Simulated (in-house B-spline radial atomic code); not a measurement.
Results of a calculation; reference values are marked as such.
Softness against transferability: the 4s channel of Pd

Pd, [Kr] 4d10, non-relativistic PBE, spherical and spin-unpolarised, from a B-spline radial code for spherical atoms (atomic units). The all-electron 4s level is ε = -2.887411 hartree, its outermost node lies just inside 0.48 bohr and its outer maximum at 0.87 bohr.

Troullier-Martins pseudo-orbitals are made for several radii. The cutoffs (hartree) are the plane-wave energies beyond which the orbital holds less than the named kinetic energy per electron. The phase error is the difference, pseudo minus all-electron, of arctan(R P'/P) at R = 1.52 bohr for all radii, half a hartree below and above the level.

| r_c (bohr) | V_l(0) (hartree) | cutoff for 10 mEh | for 1 mEh | for 0.1 mEh | phase error at ε − 0.5 (mrad) | at ε + 0.5 (mrad) |
| --- | --- | --- | --- | --- | --- | --- |
| 0.65 | -61.69 | 251 | 422 | > 450 | -24.3 | -5.5 |
| 0.76 | -16.06 | 105 | 206 | 409 | -5.9 | -0.9 |
| 0.87 | 4.37 | 50.8 | 102 | 172 | -3.4 | -0.5 |
| 0.99 | 7.98 | 49.2 | 70.6 | 120 | -3.0 | -0.4 |
| 1.1 | 4.67 | 45.3 | 65.4 | 108 | -4.4 | -0.6 |
| 1.22 | 1.21 | 37.7 | 53.7 | 90.9 | -9.0 | -1.2 |

**Question.** Which radius needs the lowest cutoff for 1 mEh while both phase errors stay within 6.0 mrad?

**Answer.** The radii within that limit are 0.76, 0.87, 0.99, 1.1 bohr; of these r_c = 1.1 needs the least, 65.4 hartree, that is 131 Ry or 1780 eV.

**Question.** What does the larger radius buy, and what does it cost?

**Answer.** From r_c = 0.65 to 1.22 bohr the cutoff for 1 mEh goes from 422 to 53.7 hartree, a factor of 7.86, against 3.52 for a pure 1/r_c² scaling, end to end; step by step it is 422, 206, 102, 70.6, 65.4, 53.7, and for 0.1 mEh > 450, 409, 172, 120, 108, 90.9; the number of plane waves goes as the cutoff to the power 3/2, here a factor of 22.0. The larger of the two phase errors is least at r_c = 0.99 bohr, 3.0 mrad; it is 24.3 at the smallest radius and 9.0 at the largest. These errors test the reference atom alone. The smallest radius lies well inside the outer maximum, where the nodeless form must bend sharply to keep the norm, so it is both harder and scatters less well than the next. Large radii also let the cores of neighbours overlap, which an atom doesn't show.
